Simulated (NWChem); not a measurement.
System meant: C5H8NO, doublet; SMILES N1(CC[CH]C1=O)C

The following NWChem deck was run.

```
start job
memory heap 200 mb stack 900 mb global 1100 mb
geometry units angstroms noautoz
  C      1.279084     1.660577    -0.147493
  N      0.548022     0.420401    -0.083691
  C      1.200167    -0.875597    -0.046042
  C      0.029722    -1.899261     0.018117
  C     -1.190057    -1.044993     0.007821
  C     -0.842452     0.368960    -0.054701
  O     -1.586443     1.346661    -0.078809
  H      0.546963     2.470973    -0.164775
  H      1.935563     1.782857     0.725682
  H      1.899672     1.712536    -1.053336
  H      1.825750    -1.023972    -0.938110
  H      1.861928    -0.954460     0.828580
  H      0.090792    -2.525514     0.920270
  H      0.056355    -2.596115    -0.832438
  H     -2.212891    -1.396516     0.041607
end
basis spherical
  C library def2-svp
  N library def2-svp
  O library def2-svp
  H library def2-svp
end
dft
  odft
  mult 3
  xc pbe0
  iterations 150
  mulliken
end
task dft energy
```

End of the output:

```
 Summary of "ao basis" -> "" (spherical)
 ------------------------------------------------------------------------------
       Tag                 Description            Shells   Functions and Types
 ---------------- ------------------------------  ------  ---------------------
 C                          def2-svp                 6       14   3s2p1d
 N                          def2-svp                 6       14   3s2p1d
 O                          def2-svp                 6       14   3s2p1d
 H                          def2-svp                 3        5   2s1p

                                 NWChem DFT Module
                                 -----------------

 Summary of "ao basis" -> "ao basis" (spherical)
 ------------------------------------------------------------------------------
       Tag                 Description            Shells   Functions and Types
 ---------------- ------------------------------  ------  ---------------------
 C                          def2-svp                 6       14   3s2p1d
 N                          def2-svp                 6       14   3s2p1d
 O                          def2-svp                 6       14   3s2p1d
 H                          def2-svp                 3        5   2s1p

      Symmetry analysis of basis
      --------------------------

        a'         93
        a"         45

  number of electrons :                   53
  multiplicity        :                    3
 ------------------------------------------------------------------------
  no. of electrons and multiplicity not compatible                  53
 ------------------------------------------------------------------------
 ------------------------------------------------------------------------
  current input line :
    33: task dft energy
 ------------------------------------------------------------------------
 ------------------------------------------------------------------------
 There is an error in the input file
 ------------------------------------------------------------------------
 For more information see the NWChem manual at https://nwchemgit.github.io

0: no. of electrons and multiplicity not compatible:Received an Error in Communication
```

Question: Find the fault in this run and fix the input.

Answer: The input was rejected before any calculation. Cause: the multiplicity doesn't fit the number of electrons (an even count wants an odd multiplicity, and the reverse). This input runs:
```
start job
memory heap 200 mb stack 900 mb global 1100 mb
geometry units angstroms noautoz
  C      1.279084     1.660577    -0.147493
  N      0.548022     0.420401    -0.083691
  C      1.200167    -0.875597    -0.046042
  C      0.029722    -1.899261     0.018117
  C     -1.190057    -1.044993     0.007821
  C     -0.842452     0.368960    -0.054701
  O     -1.586443     1.346661    -0.078809
  H      0.546963     2.470973    -0.164775
  H      1.935563     1.782857     0.725682
  H      1.899672     1.712536    -1.053336
  H      1.825750    -1.023972    -0.938110
  H      1.861928    -0.954460     0.828580
  H      0.090792    -2.525514     0.920270
  H      0.056355    -2.596115    -0.832438
  H     -2.212891    -1.396516     0.041607
end
basis spherical
  C library def2-svp
  N library def2-svp
  O library def2-svp
  H library def2-svp
end
dft
  odft
  mult 2
  xc pbe0
  iterations 150
  mulliken
end
task dft energy
```
It converges to -324.68077 Ha (PBE0/def2-SVP, spin-unrestricted).
